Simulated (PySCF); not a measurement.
State search for GeH

Unrestricted PBE0; basis Ge aug-cc-pVDZ-PP with ECP10, H aug-cc-pVDZ; scalar-relativistic core potentials; PySCF 2.14. Outer shells of the fragments: Ge 3d10 4s2 4p2; H 1s1.

Followed along the bond (rough minima from three points):

| 2Ms+1 | unpaired | ⟨S²⟩ at the start | R at minimum (Å) | Te (eV) |
| --- | --- | --- | --- | --- |
| 2 | π ↑ | 0.75 | 1.61 | 0.00 |
| 4 | σ ↑, π ↑↑ | 3.75 | 1.60 | 1.94 |

Solutions found at the starting distance of 1.480 Å, counted from the lowest of them; the search is not exhaustive and high or unbound solutions are not listed, so other states can lie among these:

```tsv
2Ms+1	unpaired	term	E (eV)	⟨S²⟩	⟨Lz²⟩	μ (D)
2	π ↑	²Π	0.00	0.75	1.00	0.14
4	σ ↑, π ↑↑	⁴Σ⁻	1.88	3.75	0.00	0.19
2	σ ↑, π ↑↓	mixed	2.62	1.76	2.01	0.28
2	σ ↓, π ↑↑	mixed	2.63	1.77	0.00	0.34
2	σ ↑	mixed	3.53	0.76	2.00	0.28
2	σ ↑	²Σ⁺	4.39	0.75	0.00	0.43
4	σ ↑↑, π ↑	⁴Π	6.20	3.75	1.00	1.27
2	π ↑	²Π	7.71	0.78	1.01	0.23
4	σ ↑, π ↑↑	mixed	7.83	3.76	2.00	0.42
```

A term symbol is given only where ⟨S²⟩ and ⟨Lz²⟩ are close to those of a pure state; real π, δ and φ orbitals otherwise mix terms. A positive dipole means Ge(−)H(+).

Spin–orbit coupling is left out. Counting both spins, an empty level lies below a filled one in some of these solutions, because spin and occupation are held.
